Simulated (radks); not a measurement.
Exchange energies: the exact (Fock) value of the Kohn-Sham orbitals and density-functional approximations, as 100 (|E| - |E exact|)/|E exact|, negative where the magnitude is too small. Species: H 1s1; Mn2+ [Ar] 3d5; Pd [Kr] 4d10. All-electron calculation, non-relativistic Kohn-Sham, r2SCAN, spin-polarised, spherical densities, point nucleus; meta-GGA in the generalised Kohn-Sham scheme. Program: a radial shooting solver on a logarithmic mesh with Libxc functionals. Every spin shell is full or empty, so the densities are truly spherical. Functionals are evaluated on that one density, not self-consistently.

functional               H      Mn2+        Pd
exact (hartree)  -0.310339  -50.6779  -139.033
LDA                 -14.12     -6.57     -4.98
B88                  -0.66     +0.10     +0.07
RPBE                 -0.17     -0.03     -0.18
PW86                 -0.09     +0.32     -0.10
AM05                -10.91     -5.88     -4.62
EV93                 +4.01     +0.57     -0.19
APBE                 -0.31     +0.56     +0.38
revTPSS              +0.10     -0.60     -0.86
Tao-Mo               +0.16     -0.37     -0.74
MVS                  +0.13     -0.01     +0.11
